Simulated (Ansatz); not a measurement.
Reaction (atomization): `[CH3][Al-]([CH3])([CH3])[OH2+]` → Al• + 3 C• + 11 H• + O•

Program: Ansatz. Geometries: PBE0-D4/def2-TZVP. ΔE: electronic, gas phase. CCSD(T)/CBS adds triple-zeta CCSD(T) − MP2 to the extrapolated MP2 energy (def2 sets, frozen cores). This one scheme is used for every species, atoms too. DFT in def2-TZVPP. HSE06 is defined as in plane-wave codes. Open shells (•) are unrestricted, without spin–orbit coupling. Spin–orbit coupling would lower the free atoms: a little for Al, C, O. One conformer a species, not always the lowest.

CCSD(T)/CBS gives +1380.7 kcal/mol.

(1) Another level gave +1369.0 kcal/mol. Which?
A. PBE-QIDH/def2-TZVPP
B. r2SCANh-D4/def2-TZVPP
C. HSE06/def2-TZVPP
D. B97M-V/def2-TZVPP

Largest T1 diagnostic among the species: 0.018.

Answers

(1) C. HSE06 1369.0, B97M-V 1380.1, r2SCANh-D4 1374.7, PBE-QIDH 1367.3 kcal/mol.

In def2-TZVPP, CCSD(T) changes the Hartree–Fock value by +315.2 kcal/mol (the triples alone add +14.7 kcal/mol) and MP2 by +323.6 kcal/mol; breaking electron pairs costs correlation energy, which Hartree–Fock lacks. The D4 term adds +10.4 kcal/mol with B3LYP and +5.6 kcal/mol with PBE0; it sums over pairs of atoms, weighted by their polarisabilities, and B3LYP, whose exchange is more repulsive, gets the larger term.

B3LYP here is the variant with VWN-RPA as its local correlation; programs differ in this.

For atomizations the MP2-based limit and the directly extrapolated one differ by several kJ/mol either way, and by 10 to 25 for some Ge, Se and Sn compounds, so smaller differences from it don't rank the levels.
